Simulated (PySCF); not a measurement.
**Electron correlation in Ag³⁷⁺ (silver, charge +37)**

Starting occupation: [Ne]. All numbers are calculated (PySCF 2.14, X2C-1e with screened-nucleus spin-orbit coupling, Gaussian nucleus, in an uncontracted even-tempered set (17 s from 3.9 bohr⁻², ratio 2.6; 13 p from 5.1 bohr⁻², ratio 2.6; 6 d from 5.2 bohr⁻², ratio 2.8; 3 f from 120 bohr⁻², ratio 2.8)). Frozen: 1s2; 8 electrons correlated; the 54 highest virtual spinors left out.

MP2 pair energies summed by pair of shells (mhartree):

```
       pair   energy  share (%)
2p1/2-2p3/2  -100.62       33.4
2p3/2-2p3/2   -95.43       31.7
2p3/2-2s1/2   -46.32       15.4
2p1/2-2s1/2   -23.70        7.9
2p1/2-2p1/2   -23.14        7.7
2s1/2-2s1/2   -12.09        4.0
```

Total MP2 correlation energy: -301.31 mhartree.

The virtual space was cut to 44 spinors, which keep -232.15 of the -301.31 mhartree of MP2 correlation.

```json
{"level": "CCSD", "correlation energy (mhartree)": "-233.32"}
{"level": "(T)", "correlation energy (mhartree)": "-0.03"}
{"level": "CCSD(T)", "correlation energy (mhartree)": "-233.35"}
```

Diagnostics: T1 = 5.1e-05, largest double amplitude 0.003.

**Question.** Is a single reference adequate?

**Answer.** Yes: T1 lies below 0.03 and no double amplitude reaches 0.07.

The coupled-cluster values are those of the cut space; adding the MP2 remainder, -69.16 mhartree, estimates the full space.

At this charge the one-electron X2C treatment keeps the bare 1/r₁₂, with no two-electron picture change or Breit term. The effect here is smaller than on the frozen 1s shell.
